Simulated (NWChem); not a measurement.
System meant: GeSiH₆O₂; SMILES [GeH3][SiH](O)O

The following NWChem deck was run.

```
start job
memory heap 200 mb stack 900 mb global 1100 mb
geometry units angstroms noautoz
  Si     0.134764     0.937213    -0.293264
  O     -1.376159     1.533879     0.146527
  O      1.384315     1.452651     0.709457
  Ge     0.000079    -1.413341     0.022607
  H      0.437520     1.363898    -1.713660
  H     -1.584153     2.434667    -0.157479
  H      1.749866     2.333753     0.516827
  H     -0.311264    -1.746748     1.504727
  H     -1.120585    -2.025468    -0.859868
  H      1.339220    -2.098892    -0.359593
end
basis spherical
  * library def2-svp
end
dft
  xc pbe0
  iterations 4
  mulliken
end
task dft energy
```

End of the output:

```
    Atom       Charge   Shell Charges
 -----------   ------   -------------------------------------------------------
    1 Si  14    13.53   2.00  1.93  0.63  0.32  5.81  1.22  1.00  0.61
    2 O    8     8.24   1.97  0.89  0.61  2.70  2.06  0.01
    3 O    8     8.24   1.97  0.89  0.61  2.70  2.06  0.01
    4 Ge  32    31.90   2.00  2.00  1.94  0.77  0.36  5.99  5.83  1.49  1.34  7.79  2.04  0.36
    5 H    1     1.12   0.65  0.45  0.02
    6 H    1     0.91   0.55  0.18  0.18
    7 H    1     0.91   0.55  0.18  0.18
    8 H    1     1.04   0.60  0.42  0.03
    9 H    1     1.05   0.60  0.42  0.03
   10 H    1     1.05   0.60  0.42  0.03

 center of mass
 --------------
 x =   0.02354776 y =  -0.18651944 z =   0.00000000

 moments of inertia (a.u.)
 ------------------
        1196.645807926672           0.000035817851           0.000000000000
           0.000035817851         309.977638011748           0.000000000000
           0.000000000000           0.000000000000         988.513437703006

     Multipole analysis of the density
     ---------------------------------

     L   x y z        total         alpha         beta         nuclear
     -   - - -        -----         -----         ----         -------
     0   0 0 0      0.000000    -34.000000    -34.000000     68.000000

     1   1 0 0     -0.553688     -0.276844     -0.276844     -0.000000
     1   0 1 0      1.042250      0.521125      0.521125     -0.000000
     1   0 0 1     -0.000000     -0.000000     -0.000000      0.000000

     2   2 0 0    -34.494554    -35.767837    -35.767837     37.041119
     2   1 1 0     -1.788464      1.091025      1.091025     -3.970515
     2   1 0 1      0.000000      0.000000      0.000000      0.000000
     2   0 2 0    -25.461819   -255.465616   -255.465616    485.469412
     2   0 1 1     -0.000000     -0.000000     -0.000000      0.000000
     2   0 0 2    -33.565662    -89.486534    -89.486534    145.407406

 ------------------------------------------------------------------------
 dft energy failed                                                                                  0
 ------------------------------------------------------------------------
 ------------------------------------------------------------------------
  current input line :
    23: task dft energy
 ------------------------------------------------------------------------
 ------------------------------------------------------------------------
 This type of error is most commonly associated with calculations not reaching convergence criteria
 ------------------------------------------------------------------------
 For more information see the NWChem manual at https://nwchemgit.github.io

0:dft energy failed:Received an Error in Communication
```

**Question.** Can this run be used? If not, why, and what is the fix?

**Answer.** The run did not converge; its last values are not results. Cause: the SCF was allowed too few iterations. This input runs:
```
start job
memory heap 200 mb stack 900 mb global 1100 mb
geometry units angstroms noautoz
  Si     0.134764     0.937213    -0.293264
  O     -1.376159     1.533879     0.146527
  O      1.384315     1.452651     0.709457
  Ge     0.000079    -1.413341     0.022607
  H      0.437520     1.363898    -1.713660
  H     -1.584153     2.434667    -0.157479
  H      1.749866     2.333753     0.516827
  H     -0.311264    -1.746748     1.504727
  H     -1.120585    -2.025468    -0.859868
  H      1.339220    -2.098892    -0.359593
end
basis spherical
  * library def2-svp
end
dft
  xc pbe0
  iterations 150
  mulliken
end
task dft energy
```
It converges to -2519.60945 Ha (PBE0/def2-SVP).
